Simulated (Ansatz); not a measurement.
```yaml
crystal:
  periodic: [true, true, true]
  atoms:
    - {symbol: F, position_ang: [-1.658862, 0.464966, 1.092679]}
    - {symbol: Ge, position_ang: [-0.187778, 0.216447, 0.206349]}
    - {symbol: S, position_ang: [1.494987, 0.205095, 1.619813]}
    - {symbol: S, position_ang: [0.187710, 1.892943, -1.163990]}
    - {symbol: S, position_ang: [-0.632087, -1.697910, -0.791613]}
    - {symbol: H, position_ang: [0.918775, -0.741887, 2.380923]}
    - {symbol: H, position_ang: [-0.638115, 1.385830, -2.095164]}
    - {symbol: H, position_ang: [0.607569, -1.782685, -1.304796]}
basis:
  gaussian: {orbitals: aug-cc-pVDZ}
hamiltonian: {xc: {name: B2GP-PLYP}}
output: {forces: true}
```

```sh
$ ansatz run in.yaml --threads 4 --pin off --events-out ev --progress --plain --max-ram 10444MiB
```

Shortened log:

```
Error: YAML parse error: error: line 2 column 3: crystal: missing field `lattice` (a structure is typed as `lattice` and `atoms`, a molecule's as `atoms` in Å alone, or read from a run's directory, `checkpoint`)
 --> <input>:2:3
1 | crystal:
2 |   periodic: [true, true, true]
3 |   atoms:
4 |     - {symbol: F, position_ang: [-1.658862, 0.464966, 1.092679]}
```

(1) What is wrong with this run?

Answers

(1) The molecule is marked periodic without a cell. The program refused the input.
